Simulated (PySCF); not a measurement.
# Cobalt: a sound run and one with changed settings

Sound run: Co [Ar] 3d7 4s2, Co+ [Ar] 3d8. All numbers are calculated (PySCF 2.14, the non-relativistic Hamiltonian (point nucleus), in 6-31G* (5s4p2d1f, 34 functions)). In the sound run the correlated levels freeze [Ar]. The sound run starts from symmetry-adapted Hartree-Fock orbitals and uses a fine grid where one is needed.

A second run was set up differently.

```
species  method  sound run (hartree)  changed run (hartree)  converged
     Co     UHF          -1381.19882            -1366.07035        yes
     Co   B3LYP          -1382.54423            -1367.09740        yes
     Co   M06-L          -1382.42976            -1367.07674        yes
     Co     MP2          -1381.33274            -1366.09132        yes
    Co+     UHF          -1380.86053            -1364.93075        yes
    Co+   B3LYP          -1382.20052            -1365.95744        yes
    Co+   M06-L          -1382.14212            -1366.01096        yes
    Co+     MP2          -1381.01559            -1364.92939        yes
```

Ionisation energy of Co:

| method | sound run (eV) | changed run (eV) |
| --- | --- | --- |
| UHF | 9.205 | 31.010 |
| B3LYP | 9.353 | 31.020 |
| M06-L | 7.827 | 29.001 |
| MP2 | 8.630 | 31.618 |
| SCS-MP2 | 8.738 | 31.726 |

(1) What was changed?
A. level shift left on
B. basis contracted for another Hamiltonian
C. too few SCF iterations
D. minimal basis

Results:

(1) D. It used basis STO-3G. A minimal basis cannot let orbitals breathe on ionisation and holds almost no correlation. A negative ionisation energy or a positive MP2 energy shows that the occupation asked for is not the lowest one in this basis.
